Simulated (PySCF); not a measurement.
## SrGa⁺: energy against distance

Set-up: Sr def2-SVP with ECP28, Ga def2-SVP; scalar-relativistic core potentials (PySCF 2.14). Energies in eV from Sr⁺ + Ga in their ground configurations at the same level. All curves are PBE0. state 1: ¹Σ⁺ (singlet), closed shell; state 2: triplet, unpaired electrons σ ↑, π ↑, a second solution, started from another occupation; state 3: ³Σ⁺ (triplet), unpaired electrons σ ↑↑, a second solution, started from another occupation; state 4: Ms = 0 determinant of mixed spin (⟨S²⟩ near 1.0), unpaired electrons σ ↑, π ↓, a second solution, started from another occupation.

```csv
R (Å),state 1,state 2,state 3,state 4
3.118,-1.025,-0.7731,-0.3403,-0.5270
3.263,-1.180,-0.7544,-0.4773,-0.5163
3.408,-1.266,-0.7017,-0.5624,-0.4764
3.517,-1.296,-0.6497,-0.6018,-0.4366
3.626,-1.305,-0.5923,-0.6257,-0.3936
3.735,-1.296,-0.5332,-0.6378,-0.3502
3.880,-1.266,-0.4562,-0.6402,-0.2951
4.061,-1.206,-0.3682,-0.6281,-0.2338
4.279,-1.117,-0.2798,-0.6004,-0.1730
4.569,-0.988,-0.1919,-0.5530,-0.1124
```

Q: Put a parabola through the three lowest points of the state 1 curve and estimate Re, k and ωe (reduced mass 38.63 u; 1 eV/Å² = 0.16022 mdyn/Å; ωe = 1302.8·√(k/μ) cm⁻¹).

A: Through R = 3.517, 3.626, 3.735 Å the second-order coefficient is 0.758 eV/Å², so Re ≈ 3.626 Å, k ≈ 0.243 mdyn/Å and ωe ≈ 103 cm⁻¹. A polynomial fit of higher order to the unrounded PBE0 energies gives Re = 3.621 Å, k = 0.230 mdyn/Å, ωe = 101 cm⁻¹; anharmonicity and rounding make the difference.

The higher-order fit for each curve: state 1: Re = 3.621 Å, ωe = 101 cm⁻¹, De = 1.30 eV; state 3: Re = 3.832 Å, ωe = 64.4 cm⁻¹, minimum 0.64 eV below the ground-state fragments. State 2 gave no clean fit. State 4 gave no clean fit.

Closed-shell solutions of metal pairs were not tested for spin polarisation, which can lower them a little. For an ion De counts to the pair picked by the measured ionisation energies or electron affinities, which need not be the lowest pair at this level.
